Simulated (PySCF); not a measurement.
# Choosing a basis for TDDFT

Species: C2H6BPSi.
Geometry (PBE0-D3(BJ)/def2-SVP, Å), atoms numbered from 1 in this order:
```xyz
11
C2H6BPSi angstrom
C      3.308   -0.397   -0.007
C      2.187   -0.011   -0.296
B      0.783    0.433   -0.632
P     -0.433    0.965    0.693
Si    -2.310   -0.115    0.087
H      4.298   -0.736    0.238
H      0.437    0.558   -1.783
H     -0.015    0.247    1.847
H     -2.138   -1.592   -0.063
H     -3.356    0.146    1.119
H     -2.722    0.477   -1.219
```

TDDFT with PBE0 (PySCF), vertical singlets, core orbitals frozen in the response, spherical d and f functions. Geometry: PBE0-D3(BJ)/def2-SVP, one conformer, isolated molecule.

Q: Compare 6-31G*, def2-SVP, 6-31+G*, def2-SVPD, aug-cc-pVDZ, def2-TZVP and def2-TZVPD for this molecule.

A: 

```csv
basis,functions,diffuse,S1 (eV),S2 (eV),S3 (eV),S4 (eV),S5 (eV),LUMO (eV),α (au)
6-31G*,90,no,3.81,4.60,5.54,6.04,6.25,-2.02,82.8
def2-SVP,108,no,3.81,4.56,5.52,5.94,6.16,-2.22,86.5
6-31+G*,110,yes,3.80,4.52,5.49,5.94,6.10,-2.26,92.3
def2-SVPD,156,yes,3.78,4.50,5.47,5.86,6.11,-2.31,99.8
aug-cc-pVDZ,177,yes,3.76,4.48,5.45,5.85,6.06,-2.30,101.8
def2-TZVP,203,no,3.76,4.49,5.45,5.83,6.10,-2.30,96.3
def2-TZVPD,251,yes,3.75,4.47,5.43,5.82,6.09,-2.32,101.7
```

States are compared by their number. Against the largest diffuse basis here (def2-TZVPD, itself not a converged limit), sets without diffuse functions differ by up to 0.06 eV in S1 and 0.17 eV in S5; the smaller diffuse sets differ by up to 0.04 and 0.03 eV. State by state, the largest deviation of a set without diffuse functions is S1 0.06, S2 0.13, S3 0.11, S4 0.22, S5 0.17 eV. The same number needn't mean the same state in each row. Against def2-TZVPD the polarisability deviates by -19% in 6-31G*, -15% in def2-SVP, -9% in 6-31+G*, -2% in def2-SVPD, 0% in aug-cc-pVDZ, -5% in def2-TZVP. A single + in a Pople set puts diffuse functions on heavy atoms only.
